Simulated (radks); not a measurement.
The numbers below are computed, except where a source is named.
Ionisation of Fe3+, [Ar] 3d5, to Fe4+, [Ar] 3d4, under several functionals. Dirac Kohn-Sham, spin-unpolarised, spherical densities, finite nucleus; open shells are shared between the two j in proportion to 2j + 1; a radial shooting solver on a logarithmic mesh with Libxc functionals.

\begin{tabular}{lrrrrrr}
functional & E(Fe3+) (hartree) & Exc (hartree) & IE (eV) & -e(HOMO) (eV) & <r> HOMO (bohr) & IE error (eV) \\ \hline
HCTH/407 & -1271.02688 & -55.41905 & 53.810 & 43.774 & 0.9811 & -1.100 \\
BLYP & -1270.61496 & -54.91556 & 53.059 & 43.126 & 0.9936 & -1.851 \\
PBEsol & -1269.11415 & -53.39517 & 53.049 & 43.104 & 0.9893 & -1.861 \\
RPBE & -1270.50372 & -54.81306 & 53.003 & 43.051 & 0.9912 & -1.907 \\
LDA (Slater exchange, Perdew-Zunger correlation) & -1268.00194 & -52.25652 & 53.377 & 43.438 & 0.9896 & -1.533 \\
XLYP & -1270.84828 & -55.15219 & 53.112 & 43.178 & 0.9944 & -1.798 \\
PBE & -1270.29749 & -54.60064 & 53.088 & 43.142 & 0.9909 & -1.822 \\
\end{tabular}

NIST Atomic Spectra Database: 54.91 eV (measured). Closest: HCTH/407. The Delta-SCF values span 0.81 eV, the total energies 3.02 hartree. The highest occupied level is 3d5/2. Spin polarisation and multiplet splitting are left out, so open shells lie too high by an amount that depends on their filling.

Beside tabulated values, note that spin-unpolarised runs miss the spin-polarisation part of the exchange energy of open shells.
